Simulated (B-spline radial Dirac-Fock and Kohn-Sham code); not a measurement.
**The Pd-like isoelectronic sequence (46 electrons), Z = 65 to 73**

Level of theory: relaxed Dirac-Fock hole states (ΔSCF) with Breit and QED corrections and a finite nucleus; a radial atomic solver. Binding energies in eV, tabulated ground configurations ([Kr] 4d10 throughout). The model has no electron correlation.

| ion | 2s | 4s | 4p1/2 | 4d3/2 | outermost level | NIST ionisation energy |
| --- | --- | --- | --- | --- | --- | --- |
| Tb¹⁹⁺ | 9223.4 | 879.9 | 798.1 | 621.1 | 613.6 (4d5/2) | 613 ± 4 |
| Dy²⁰⁺ | 9613.0 | 941.7 | 857.2 | 672.1 | 663.8 (4d5/2) | 664 ± 4 |
| Ho²¹⁺ | ? | ? | ? | ? | ? | ? |
| Er²²⁺ | 10423.1 | 1071.6 | 981.5 | 779.4 | 769.5 (4d5/2) | 770 ± 4 |
| Tm²³⁺ | 10843.9 | 1139.7 | 1046.8 | 835.8 | 824.9 (4d5/2) | 825 ± 4 |
| Yb²⁴⁺ | 11275.3 | 1209.9 | 1114.2 | 894.0 | 882.1 (4d5/2) | 882 ± 4 |
| Lu²⁵⁺ | 11717.6 | 1282.2 | 1183.7 | 953.9 | 941.1 (4d5/2) | 941 ± 4 |
| Hf²⁶⁺ | 12171.1 | 1356.8 | 1255.3 | 1015.7 | 1001.7 (4d5/2) | 1002 ± 4 |
| Ta²⁷⁺ | 12635.7 | 1433.5 | 1329.1 | 1079.3 | 1064.1 (4d5/2) | 1064 ± 4 |

Question: Fill in the row of Ho²¹⁺.

Answer: 2s 10012.8, 4s 1005.6, 4p1/2 918.3, 4d3/2 724.8, outermost 715.8 (4d5/2), NIST 715 ± 4 eV.

NIST's values are for the lowest levels; a dash marks a value that is missing or belongs to another shell. Their kind here: theoretical. 

Values without a named source are computed, but for edge energies of neutral atoms, which are taken from tables.
